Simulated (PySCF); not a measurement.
# Unknown compound

An unknown has the formula C7H5FO2. Its calculated NMR data are:

1H NMR (300 MHz, computed): δ 8.12 (ddd, J = 8.9, 6.7, 1.6 Hz, 1H), 7.27 (m, 1H), 7.01 (dd, J = 8.9, 8.1 Hz, 1H), 6.87 (dd, J = 10.9, 9.3 Hz, 1H), 5.84 (br s, 1H).

13C{1H} NMR (computed): δ 158.9 (C, d, J = 333.1 Hz), 154.8 (C, d, J = 4.2 Hz), 128.6 (CH, d, J = 1.9 Hz), 128.0 (CH, d, J = 6.4 Hz), 116.8 (CH), 111.0 (CH, d, J = 20.3 Hz), 109.3 (C, d, J = 8.2 Hz).

All values are calculated (PySCF 2.14): spin–spin couplings from B3LYP/pcJ-1 (spin–dipole term only in couplings to heteroatoms), shielding tensors at KT3/pcSseg-1 (GIAO), PBE0-D3(BJ)/def2-SVP structure. Gas phase, single conformer, no relativistic terms.

Referencing at the same level of theory: 1H (σref 31.32), 13C (σref 182.31) against TMS.

Problem. What is the structure?

Solution. 
1. The formula gives 5 degrees of unsaturation (1 ring in the answer).
2. 7 carbon signals for 7 carbons: no two carbons are equivalent.
3. Carbon types of the structure: 3 × C, 4 × CH, leaving 1 H on heteroatoms.
4. δC 158.9: aromatic carbon bearing fluorine; σ withdrawal by the attached heteroatom moves it downfield of the ring CH carbons.
5. δC 154.8: carboxylic acid carbon; lone-pair donation from the attached heteroatom keeps it upfield of a ketone carbonyl.
6. δC 128.6, 128.0, 116.8, 111.0: aromatic CH.
7. δC 109.3: substituted aromatic carbon.
8. δH 8.12, 7.27, 7.01, 6.87: hydrogen on an aromatic CH.
9. δH 5.84: hydrogen on an acid hydroxyl oxygen; exchangeable, gas-phase position.
10. The protons at 8.12 and 7.01 share a coupling of 8.9 Hz (vicinal, an ortho-type coupling).

These data were computed for `InChI=1S/C7H5FO2/c8-6-4-2-1-3-5(6)7(9)10/h1-4H,(H,9,10)`.

This is the structure that produced the data.

Exchangeable OH/NH protons stand at their gas-phase positions; hydrogen bonding in a real sample shifts them, mostly to higher δ. C–F couplings over four or more bonds (about 3 Hz to the para carbon of a fluoroarene) are left out. Common functionals overestimate the size of one-bond C–F couplings by tens of Hz; these are unscaled. Multiplet labels drop couplings under 1 Hz and merge nearly equal ones. Unscaled 3J(H,H) at this level run about 10 % above measured values. Shifts are as computed, not scaled to solution data. Of 1211 compounds with measured shifts, 218 miss one by over three times the rms of a fit or turn the order of signals round; such compounds aren't used in these exercises. The C=O carbon of an acid or of an amide with N–H lies up to 10 ppm further downfield in solution, through hydrogen bonding that the calculation lacks.
